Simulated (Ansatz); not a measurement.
The same molecule with X = Al, Ga, In. Ansatz, PBE0-D4/def2-TZVP geometries, multiplicity 1. Each molecule was computed in one conformer, which needn't be the lowest.

Elements past krypton have def2 core potentials. Scalar relativity is left out up to krypton.

```json
{"X": "Al", "molecule": "`[SiH3][O][AlH][Br]`", "mean X–Br bond length / Å": "2.248", "mean X–H bond length / Å": "1.565", "mean X–O bond length / Å": "1.672", "HOMO–LUMO gap (PBE/def2-TZVPP) / eV": "5.48", "LUMO energy (PBE0/def2-TZVPP) / eV": "-1.08", "LUMO energy (ωB97M-V/def2-TZVPP) / eV": "0.53"}
{"X": "In", "molecule": "`[SiH3][O][InH][Br]`", "mean X–Br bond length / Å": "2.458", "mean X–H bond length / Å": "1.690", "mean X–O bond length / Å": "1.967", "HOMO–LUMO gap (PBE/def2-TZVPP) / eV": "4.44", "LUMO energy (PBE0/def2-TZVPP) / eV": "-1.79", "LUMO energy (ωB97M-V/def2-TZVPP) / eV": "-0.30"}
```

(1) Give the row for X = Ga, `[SiH3][O][GaH][Br]`. (An estimate is asked.)

Answers

(1) Computed: 
```json
{"X": "Ga", "molecule": "`[SiH3][O][GaH][Br]`", "mean X–Br bond length / Å": "2.282", "mean X–H bond length / Å": "1.543", "mean X–O bond length / Å": "1.768", "HOMO–LUMO gap (PBE/def2-TZVPP) / eV": "5.00", "LUMO energy (PBE0/def2-TZVPP) / eV": "-1.46", "LUMO energy (ωB97M-V/def2-TZVPP) / eV": "0.24"}
```

From Al to In the mean X–Br bond length rises at each step, by 0.210 Å in all; the mean X–H bond length isn't monotonic: highest at In, lowest at Ga; the mean X–O bond length rises at each step, by 0.295 Å in all; the HOMO–LUMO gap (PBE/def2-TZVPP) falls at each step, by 1.04 eV in all; the LUMO energy (PBE0/def2-TZVPP) falls at each step, by 0.71 eV in all; the LUMO energy (ωB97M-V/def2-TZVPP) falls at each step, by 0.83 eV in all. Bonds lengthen as the atom grows down the group.

Spin–orbit coupling is left out; it splits and shifts lone-pair levels of the heavy atoms by tenths of an eV.
